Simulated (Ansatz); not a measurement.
PdBr₂ (the lowest singlet isomer of a short search). Total charge 0; singlet. Geometry r2SCAN-D4/def2-TZVP, basis def2-TZVP, Ansatz.

```xyz
3

Pd    0.595   -0.052   -0.817
Br   -0.062    1.737    0.472
Br   -0.533   -1.685    0.346
```

```
run  HOMO (eV)  LUMO (eV)
  A      -6.54      -5.68
  B      -7.08      -5.37
  C      -8.88      -3.93
  D      -6.26      -5.64
  E      -6.20      -5.54
  F      -7.67      -4.87
```

In the def2 sets Pd takes a core potential; there is no spin–orbit coupling. At r2SCAN-D4/def2-TZVP a triplet of charge 0 lies 0.19 eV below the restricted singlet, each at its own geometry. The structure comes from a short search, and lower isomers may exist.

The runs used BHLYP, PBE, PBE0, r2SCAN, r2SCANh, revPBE. Estimate which is which.

A r2SCAN (0 % exact exchange); B r2SCANh (10 % exact exchange); C BHLYP (50 % exact exchange); D PBE (0 % exact exchange); E revPBE (0 % exact exchange); F PBE0 (25 % exact exchange). Exact exchange lowers occupied and raises empty levels; among semilocal functionals meta-GGAs tend to open the gap a little, and such runs are hard to tell apart. The gap grows from 0.63 eV (PBE) to 4.95 eV (BHLYP).
